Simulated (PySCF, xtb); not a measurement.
C₂H₆Sb, SMILES [CH3][Sb+][CH3] (connectivity only; charge and spin as stated), charge +1, multiplicity 1.

Harmonic wavenumbers (cm⁻¹) from GFN2-xTB (xtb) at its own minimum, in rising order: 57, 70, 168, 495, 501, 695, 702, 759, 819, 1239, 1247, 1364, 1377, 1379, 1385, 2975, 2995, 2999, 3002, 3023, 3025.

Question: What does PBE-D3(BJ)/def2-SVP (PySCF) give at its own minimum? (Estimate from the structure and the level; the computed values follow.)

Answer: 56, 91, 187, 505, 518, 573, 605, 720, 815, 1159, 1171, 1316, 1317, 1346, 1348, 2928, 2935, 3044, 3047, 3119, 3120. Paired by order, the mean absolute difference is 50 cm⁻¹ and the zero-point energies are 43.3 and 42.8 kcal/mol.
